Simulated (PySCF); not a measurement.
# Ionisation energy of Sb¹⁹⁺ by level of theory

Sb¹⁹⁺ [Ar] 3d10 4s2 4p2 (3P) → Sb²⁰⁺ [Ar] 3d10 4s2 4p1 (2P), as a difference of total energies. All numbers are calculated (PySCF 2.14, the spin-free X2C one-electron Hamiltonian (Gaussian nucleus), in an even-tempered Gaussian basis (20 s from 0.95 bohr⁻², ratio 2.5; 14 p from 1.2 bohr⁻², ratio 2.5; 9 d from 2.2 bohr⁻², ratio 2.5; 5 f from 7.8 bohr⁻², ratio 2.7; 4 g from 12 bohr⁻², ratio 2.7)). Correlated levels: outer shells: [Ne] frozen; virtual orbitals above 40 to 60 times the deepest correlated orbital energy dropped. The calculations carry no spin-orbit coupling.

| method | ionisation energy (eV) |
| --- | --- |
| UHF | 546.38 |
| LDA | 548.02 |
| PBE | 547.62 |
| PBE0 | 547.62 |
| r2SCAN | 547.92 |
| MP2 (outer shells) | 547.39 |
| SCS-MP2 (outer shells) | 547.19 |

Problem. How much does correlation contribute at MP2 (outer shells)?

Solution. 547.39 − (546.38) = 1.01 eV, measured against UHF.

Spin-orbit coupling is strong in these open shells (close to jj coupling). The scalar numbers leave it out and a first-order estimate fails, so it can dominate the gap to the real levels.

Breit and QED terms and the two-electron picture change are absent.

For comparison: 552 ± 4 eV (theoretical estimate listed by NIST; NIST Atomic Spectra Database, ionization energies).
